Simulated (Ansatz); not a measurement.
# SiBr (SMILES [Si]Br): methods side by side

The species is SiBr (2 atoms), meant as a doublet with charge 0. SMILES: `[Si]Br`. Geometry: relaxed at GFN2-xTB.

```
atom   x (Å)   y (Å)   z (Å)
  Si  0.0000  0.0000  0.0000
  Br  0.0000  0.0000  2.3426
```

Each level gives the energy change with the Si1–Br2 bond stretched from 2.343 to 5.857 Å (eV). The values are calculated.

```json
{"level": "UHF/STO-3G", "kind": "Hartree–Fock", "program": "Ansatz", "value (eV)": "3.56", "less FCI/STO-3G": "-0.58", "CPU time (all runs)": "1.2 s"}
{"level": "USVWN5/STO-3G", "kind": "LDA", "program": "Ansatz", "value (eV)": "5.01", "less FCI/STO-3G": "+0.87", "CPU time (all runs)": "37 s"}
{"level": "U-revPBE/STO-3G", "kind": "GGA", "program": "Ansatz", "value (eV)": "4.53", "less FCI/STO-3G": "+0.39", "CPU time (all runs)": "54 s"}
{"level": "UBHLYP/STO-3G", "kind": "global hybrid", "program": "Ansatz", "value (eV)": "4.62", "less FCI/STO-3G": "+0.48", "CPU time (all runs)": "21 s"}
{"level": "U-wB97X/STO-3G", "kind": "range-separated hybrid", "program": "Ansatz", "value (eV)": "4.72", "less FCI/STO-3G": "+0.58", "CPU time (all runs)": "86 s"}
{"level": "UB2PLYP/STO-3G", "kind": "double hybrid", "program": "Ansatz", "value (eV)": "4.61", "less FCI/STO-3G": "+0.47", "CPU time (all runs)": "18 s"}
{"level": "UMP2/STO-3G", "kind": "perturbation theory", "program": "Ansatz", "value (eV)": "3.98", "less FCI/STO-3G": "-0.16", "CPU time (all runs)": "3.4 s"}
{"level": "UCCSD(T)/STO-3G", "kind": "coupled cluster or CI", "program": "Ansatz", "value (eV)": "4.13", "less FCI/STO-3G": "-0.01", "CPU time (all runs)": "4 s"}
{"level": "FCI/STO-3G", "kind": "exact in the basis", "program": "Ansatz", "value (eV)": "4.14", "less FCI/STO-3G": "0.00", "CPU time (all runs)": "5 s"}
```

FCI/STO-3G is exact within its basis and frozen core, so for wave-function methods in that basis the difference is their error; functionals converge differently with the basis, so for them it is only a difference. All-electron rows without a relativistic Hamiltonian named are non-relativistic. The first shape isn't each level's own minimum. The values span 3.56 to 5.01 eV. Spin contamination of the reference (⟨S²⟩ at least 0.1 too high) touches UHF/STO-3G, USVWN5/STO-3G, U-revPBE/STO-3G, UBHLYP/STO-3G, U-wB97X/STO-3G, UB2PLYP/STO-3G, UMP2/STO-3G, UCCSD(T)/STO-3G. All rows use very small basis sets, so none should be taken for the real molecule's value. In the correlated wave-function rows the outer d shell of Br is correlated, in sets not made for it. Times are those of the runs behind each value, whatever else they computed, on shared processors of several kinds: orders of magnitude only.
